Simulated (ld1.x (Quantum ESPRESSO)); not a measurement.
# Which change was made? (Cr, TM)

ld1.x (Quantum ESPRESSO) 7.5 input, shortened:

```
&input
   title='Cr', zed=24., rel=1, dft='PBE', iswitch=3,
   config='[Ar] 3d4 4s0 4p0'
 /
 &inputp
   pseudotype=2, tm=.true., lloc=0,
   nlcc=.false.
 /
3
3P  2  1   6.00   0.00  1.55  1.55  0.0
3D  3  2   4.00   0.00  1.00  1.00  0.0
3S  1  0   2.00   0.00  1.00  1.00  0.0
 &test
   configts(1)='3s2 3p6 3d4 4s0 4p0'
 /
```

Cutoffs, loose and tight: the cutoffs (Ry, on a coarse ladder) from which the occupation-weighted sum of valence levels, in a spherical-Bessel basis at the reference potential, stays within 10 and 1 mRy of its value at 400 Ry. They do not see the model core or the augmentation charge, which bear on the density cutoff. Test errors are all-electron minus pseudo excitation energies from the reference, over the configurations 3s2 3p6 3d5 4s1 4p0; 3s2 3p6 3d5 4s0 4p0; 3s2 3p6 3d3 4s0 4p0; 3s1 3p6 3d5 4s1 4p0; 3s2 3p6 3d4 4s1 4p1; 3s2 3p6 3d5 4s0 4p1; 3s2 3p6 3d5.5 4s0.5 4p0; variants that change the core or the reference have their own tests.

The base gives: outcome: generated; cutoff, loose: 180 Ry; cutoff, tight: 260 Ry; bound ghosts: none; largest test error (meV): +111.

Problem. After one change the result is: outcome: generated; cutoff, loose: 70 Ry; cutoff, tight: 90 Ry; bound ghosts: none; largest test error (meV): -369. Which change was it?
A. all radii scaled by about 0.72 (s 0.72, p 1.12, d 0.72 bohr)
B. wave 3s (bound): rc 1.00 bohr becomes 3s (bound): rc 0.78 bohr
C. core [Ar], valence charge 6; reference 3d5.5 4s0.5 4p0; waves now 4s (bound): rc 2.10 bohr; 4p (bound): rc 3.90 bohr; 3d (bound): rc 1.75 bohr; local potential all-electron potential smoothed inside 2.30 bohr (lloc = -1)
D. reference 3s2 3p6 3d5 4s1 4p0
E. local potential all-electron potential smoothed inside 1.30 bohr (lloc = -1)

Solution. C. The others give: wave 3s (bound): rc 1.00 bohr becomes 3s (bound): rc 0.78 bohr → outcome: generated; cutoff, loose: 180 Ry; cutoff, tight: 300 Ry; bound ghosts: none; largest test error (meV): +49 | reference 3s2 3p6 3d5 4s1 4p0 → outcome: generated; cutoff, loose: 180 Ry; cutoff, tight: 260 Ry; bound ghosts: none; largest test error (meV): -191 | all radii scaled by about 0.72 (s 0.72, p 1.12, d 0.72 bohr) → outcome: generated; cutoff, loose: 300 Ry; cutoff, tight: over 300 Ry; bound ghosts: none; largest test error (meV): +56 | local potential all-electron potential smoothed inside 1.30 bohr (lloc = -1) → outcome: generated; cutoff, loose: 180 Ry; cutoff, tight: 260 Ry; bound ghosts: none; largest test error (meV): -109.
